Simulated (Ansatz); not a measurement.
C₃H₁₀OSi₂, SMILES C[Si@@H]1C[SiH2]CO1.

Coordinates come from a PBE-D3(BJ)/def2-SVP optimisation. The structure was generated by enumeration; whether it is a known compound was not checked. Other conformers were not sampled.

Two levels are set side by side: PBE/def2-SVPD (Ansatz, an electronic-structure program) and CAM-B3LYP/def2-SVPD (Ansatz). Energy differences of separate SCF runs at the same geometry; the states with an electron removed or added have multiplicity 2 and 2. Differences are taken from unrounded values.

```csv
quantity,PBE
vertical ionisation energy (eV),9.06
vertical singlet–triplet gap (eV),5.90
```

Q: These are the PBE values. What does CAM-B3LYP give? (An estimate is asked for; the answer gives what the named calculation found.)

A: 
```json
[
 {"quantity": "vertical ionisation energy (eV)", "CAM-B3LYP": "9.60", "PBE minus CAM-B3LYP": "-0.54"},
 {"quantity": "vertical singlet–triplet gap (eV)", "CAM-B3LYP": "6.76", "PBE minus CAM-B3LYP": "-0.86"}
]
```
